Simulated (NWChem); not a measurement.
Which level was it?

InCNClF: 5 atoms, total charge 0, spin state singlet. As SMILES, `N#[C][In]([F])[Cl]`. The coordinates come from a PBE0-D4/def2-TZVP relaxation.

```xyz
5

N    -1.3926    1.4514    1.6488
C    -0.7819    0.7844    0.9349
In    0.3304   -0.3896   -0.3764
F     0.4344   -2.2809   -0.0397
Cl    1.4597    0.3610   -2.2091
```

A calculation with NWChem 7.3.0 gave:

- total energy: -840.9029 Eh
- dipole moment: 1.41 D
- largest force: 3.488 eV/Å

Q: Which of these levels gave the numbers?
A. HF/def2-SVP (core potential)
B. MP2/def2-SVP (core potential)
C. SVWN5/def2-SVP (core potential)
D. HF/3-21G

A: B. The others give -840.2319 Eh (HF/def2-SVP (core potential)), -839.5691 Eh (SVWN5/def2-SVP (core potential)), -6362.8446 Eh (HF/3-21G).
